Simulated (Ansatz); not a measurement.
Species: H₅InN₂S, SMILES `[NH2][In]([NH2])[SH]` (charge 0, multiplicity 1), formula H$_{5}$InN$_{2}$S.

Problem. How many basis functions does frozen-core CCSD(T)/def2-TZVPP // B3LYP-D3(BJ)/def2-TZVP (Ansatz, a first-principles code) use, how many core orbitals are frozen, and how many electrons are correlated?

Solution. 224 basis functions and 11 frozen orbitals, which leaves 34 correlated electrons (filled d shells below the valence shell are correlated). Core time is of the order of minutes.
